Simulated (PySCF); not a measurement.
Constitutional and geometric isomers with formula CH5BO. Gas-phase values, no solvent. One relaxed conformer stands for each flexible species; it need not be the lowest. Strings in code marks are SMILES.

Calculation: PySCF with PBE-D3(BJ)/def2-TZVP // B3LYP-D3(BJ)/def2-TZVP. Excitations are Tamm–Dancoff values on a coarser integration grid. The basis has no diffuse functions, so Rydberg states are missing or too high.

```csv
species,S1–T1 gap (TDA) (eV),T1 excitation (TDA) (eV),S1 oscillator strength
`CBO` (C–B–O–H torsion 180°),0.58,5.89,0.001
`BOC`,0.57,5.39,0.000
`BCO`,0.36,3.55,0.025
```
